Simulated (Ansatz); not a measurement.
The cluster Na₆H₆, relaxed as a singlet with RKS PBE-D4/def2-SVP in Ansatz, starting from the GFN2-xTB geometry. Force threshold 0.02 eV/Å.

Another isomer (singlet) lies 0.91 eV lower at PBE0-D4/def2-TZVP; other spin states weren't run for this one.

Start:

```xyz
12

Na    1.623   -1.994   -0.782
Na   -1.539   -2.051   -0.908
Na   -2.614    0.569    0.594
Na    2.590    0.750    0.511
Na   -0.052    2.197    1.532
Na   -0.018    0.428   -0.768
H    -1.602    1.884    0.911
H     0.064   -2.207   -1.411
H    -2.425   -0.623   -0.604
H     1.453    1.992    0.772
H     0.031   -0.403    0.729
H     2.490   -0.543   -0.578
```

| step | energy (eV) | largest force component (eV/Å) | SCF passes |
| --- | --- | --- | --- |
| 1 | -26562.0751 | 2.008 | 13 |
| 2 | -26564.2032 | 0.808 | 15 |
| 3 | -26564.9703 | 0.254 | 15 |
| 4 | -26565.0886 | 0.074 | 15 |
| 5 | -26565.1476 | 0.088 | 15 |
| 6 | -26565.2113 | 0.123 | 15 |
| 7 | -26565.3251 | 1.346 | 15 |
| 8 (rejected) | -26565.2460 | 0.804 | 15 |
| 9 (rejected) | -26565.3190 | 0.236 | 16 |
| 10 | -26565.3447 | 0.169 | 16 |
| 11 | -26565.3627 | 0.180 | 16 |
| 15 | -26565.4993 | 0.874 | 15 |
| 19 | -26565.5291 | 0.177 | 16 |
| 23 | -26565.5717 | 0.086 | 16 |
| 27 | -26565.5888 | 0.204 | 16 |
| 31 (rejected) | -26565.5707 | 0.133 | 16 |
| 35 | -26565.5978 | 0.052 | 17 |
| 39 | -26565.6053 | 0.079 | 17 |
| 43 (rejected) | -26565.5889 | 1.294 | 15 |
| 47 | -26565.6089 | 0.091 | 17 |
| 51 | -26565.6097 | 0.029 | 17 |
| 55 | -26565.6105 | 0.039 | 17 |
| 59 | -26565.6110 | 0.036 | 11 |
| 61 | -26565.6112 | 0.014 | 12 |

Force components are those of the run's own axes.

End:

```xyz
12

Na    1.7650   -2.1261   -0.3173
Na   -1.4289   -2.0140   -0.6255
Na   -3.2343    1.2952    0.4128
Na    3.0064    1.1708   -0.0834
Na   -0.1651    1.2174    1.8672
Na   -0.2337    0.8354   -1.0757
H    -2.1487    1.8648    2.0219
H     0.1762   -3.1235   -1.3291
H    -2.3316    0.1617   -1.1591
H     1.0974    2.1558    0.0449
H     0.0963   -0.6543    0.6966
H     3.4011   -0.7833   -0.4534
```

Bonds formed: Na5–H11, Na6–H9, Na6–H10 (atoms count from 1). Metal–metal contacts that move far: Na2–Na3 3.21 to 3.91 Å.

No frequencies were taken in this run, so the end may be a saddle point.

Hardware: 4 threads of Arm Neoverse N1 on a shared host. Wall time 2.5 min.
